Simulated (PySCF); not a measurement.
Al(F)2(SeH) (AlF₂HSe), SMILES [F][Al]([F])[SeH].

Geometry: r2SCAN-D4/def2-SVP. Other conformers were not sampled.

Calculation: ωB97X/def2-TZVPD (PySCF).

Isolated molecule, no solvent.

total energy: -2844.56105 hartree
point group: Cs
highest occupied level: -10.22 eV
lowest empty level: 0.34 eV
orbital gap: 10.56 eV
dipole moment: 1.46 D
quadrupole, principal values (traceless, Buckingham form, about the centre of nuclear charge): -4.94, -1.03, 5.97 D·Å
mean static polarisability: 50.6 bohr³ (7.50 Å³)
polarisability, principal values: 45.4, 46.9, 59.6 bohr³
